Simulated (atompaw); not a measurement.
## Which change was made? (F, PAW (atompaw))

```json
{
  "Element": "fluorine (F)",
  "Generator": "atompaw 4.2.0.5",
  "Type": "PAW",
  "Functional": "PBE",
  "Relativity": "non-relativistic",
  "Frozen core": "[He]",
  "Valence charge": "7",
  "Reference configuration": "2s2 2p3 (charge +2)",
  "Partial waves": "2s (bound): rc 0.95 bohr; 2s channel at -3.75 Ry: rc 0.95 bohr; 2p (bound): rc 0.95 bohr; 2p channel at -3.2 Ry: rc 0.95 bohr; 3d channel at -0.2 Ry: rc 0.95 bohr; 3d channel at 1.55 Ry: rc 0.95 bohr",
  "Local potential": "ultrasoft scheme with l = 3 at -0.5 Ry, radius 0.85 bohr",
  "Core correction": "smooth core density matched at 0.80 bohr",
  "Augmentation charge": "besselshape compensation charge, radius 0.95 bohr; PAW radius 0.95 bohr; waves and projectors: custom rrkj gramschmidtortho"
}
```

Cutoffs, loose and tight: the cutoffs (Ry, on a coarse ladder) from which the occupation-weighted sum of valence levels, in a spherical-Bessel basis at the reference potential, stays within 10 and 1 mRy of its value at 400 Ry. They see the waves, projectors and local potential, not the compensation charge or the core.

The base gives: outcome: generated; cutoff, loose: 80 Ry; cutoff, tight: 140 Ry; bound ghosts: none.

(1) After one change the result is: outcome: generated; cutoff, loose: 120 Ry; cutoff, tight: 200 Ry; bound ghosts: none. Which change was it?
A. all radii scaled by about 0.78 (s 0.74, p 0.74, d 0.74 bohr); local potential ultrasoft scheme with l = 3 at -0.5 Ry, radius 0.66 bohr; augmentation besselshape compensation charge, radius 0.74 bohr; PAW radius 0.74 bohr; waves and projectors: custom rrkj gramschmidtortho; core correction smooth core density matched at 0.62 bohr
B. all radii scaled by about 0.86 (s 0.82, p 0.82, d 0.82 bohr); local potential ultrasoft scheme with l = 3 at -0.5 Ry, radius 0.72 bohr; augmentation besselshape compensation charge, radius 0.82 bohr; PAW radius 0.82 bohr; waves and projectors: custom rrkj gramschmidtortho; core correction smooth core density matched at 0.68 bohr
C. all radii scaled by about 1.26 (s 1.20, p 1.20, d 1.20 bohr); local potential ultrasoft scheme with l = 3 at -0.5 Ry, radius 1.06 bohr; augmentation besselshape compensation charge, radius 1.20 bohr; PAW radius 1.20 bohr; waves and projectors: custom rrkj gramschmidtortho; core correction smooth core density matched at 1.00 bohr

## Answers

(1) A. The others give: all radii scaled by about 0.86 (s 0.82, p 0.82, d 0.82 bohr); local potential ultrasoft scheme with l = 3 at -0.5 Ry, radius 0.72 bohr; augmentation besselshape compensation charge, radius 0.82 bohr; PAW radius 0.82 bohr; waves and projectors: custom rrkj gramschmidtortho; core correction smooth core density matched at 0.68 bohr → outcome: generated; cutoff, loose: 100 Ry; cutoff, tight: 180 Ry; bound ghosts: none | all radii scaled by about 1.26 (s 1.20, p 1.20, d 1.20 bohr); local potential ultrasoft scheme with l = 3 at -0.5 Ry, radius 1.06 bohr; augmentation besselshape compensation charge, radius 1.20 bohr; PAW radius 1.20 bohr; waves and projectors: custom rrkj gramschmidtortho; core correction smooth core density matched at 1.00 bohr → outcome: generated; cutoff, loose: 50 Ry; cutoff, tight: 90 Ry; bound ghosts: none.
